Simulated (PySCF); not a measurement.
# UHF on Nb²⁺ (niobium, charge +2)

Configuration: [Kr] 4d3, high-spin 4F determinant. Computed with PySCF 2.14 in def2-QZVPPD with the def2 core potential (28 electrons), with a scalar-relativistic core potential.

* Total energy: -55.629623 hartree
* One-electron energy: -88.2810 hartree
* Hartree (Coulomb) energy: 38.6459 hartree
* Exchange energy: -5.9945 hartree
* ⟨S²⟩: 3.7551
* ⟨L²⟩: 12.062
* Sum of ⟨r⟩: 15.79 bohr
* Sum of ⟨r²⟩: 26.54 bohr²

| shell | electrons | mean orbital energy (eV) | rms radius, mean of both spins (bohr) |
| --- | --- | --- | --- |
| 4s α | 1 | -92.930 | 1.24 |
| 4s β | 1 | -89.008 | 1.24 |
| 4p α | 3 | -63.872 | 1.39 |
| 4p β | 3 | -58.541 | 1.39 |
| 4d α | 3 | -25.364 | 1.99 |

Energies and moments cover only the electrons outside the core potential.
